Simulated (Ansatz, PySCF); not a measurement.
System: CaCl₂, charge 0, multiplicity 1. 
Geometry from a B3LYP-D3(BJ)/def2-TZVP (Ansatz, a quantum-chemistry and plane-wave program) optimisation:
```xyz
3

Ca     0.0000     0.0000     0.0000
Cl     0.0000     0.0000     2.4696
Cl     0.0000     0.0000    -2.4696
```

Total electronic energies in hartree. Correlated levels leave the core frozen unless marked. Spin-orbit coupling is left out. Frozen are the shells of the preceding noble gas and the d and f shells that filled before the atom's block. The outer core of K, Ca and their heavier congeners is not correlated, a term that matters for these elements. No relativistic terms. Basis-set limits of correlation are two-point, X^-3; Hartree-Fock from the larger set. The bracket is a focal-point correction in the basis named.

| level | program | energy (Eh) |
|---|---|---|
| HF/STO-3G | Ansatz | -1579.27203 |
| BLYP-D4/def2-TZVPD | Ansatz + dftd4 | -1598.19878 |
| revPBE-D3(BJ)/def2-TZVPD | Ansatz + dftd3 | -1597.92379 |
| revPBE/def2-TZVPD | Ansatz | -1597.91928 |
| B3LYP-D4/def2-TZVPD | Ansatz + dftd4 | -1598.24654 |
| B3LYP/def2-TZVPD | Ansatz | -1598.24276 |
| PBE0-D3(BJ)/def2-TZVPD | Ansatz + dftd3 | -1597.71540 |
| PW6B95-D3(BJ)/def2-TZVPD | PySCF + dftd3 | -1599.36946 |
| M06-2X/def2-TZVPD | PySCF | -1598.16034 |
| CAM-B3LYP-D3(BJ)/def2-TZVPD | Ansatz + dftd3 | -1598.25618 |
| CAM-B3LYP-D4/def2-TZVPD | Ansatz + dftd4 | -1598.25577 |
| wB97M-V/def2-TZVPD | Ansatz | ___ |
| B2GP-PLYP-D3(BJ)/def2-TZVPD | Ansatz + dftd3 | -1597.57085 |
| MP2/6-31G | Ansatz | -1595.95440 |
| MP2/def2-QZVPP | Ansatz | -1596.46523 |
| RI-MP2/def2-TZVPP | Ansatz | -1596.37680 |
| SCS-MP2/def2-SVP | Ansatz | -1595.84863 |
| CCSD/6-31G | Ansatz | -1595.96623 |
| CCSD/def2-QZVPPD | Ansatz | -1596.49613 |
| CCSD/CBS(def2-TZVPP,def2-QZVPP) | Ansatz | -1596.5274 |
| CCSD(T)/def2-QZVPP | Ansatz | -1596.51687 |
| RI-MP2/CBS(def2-TZVPPD,def2-QZVPPD)+[CCSD(T)-MP2]/def2-QZVPPD | Ansatz | -1596.5480 |
| CCSD(T)/CBS(def2-TZVPPD,def2-QZVPPD) | Ansatz | -1596.5497 |

### Question
Fill in the missing entries.

### Answer

- wB97M-V/def2-TZVPD, energy (Eh): -1598.12163
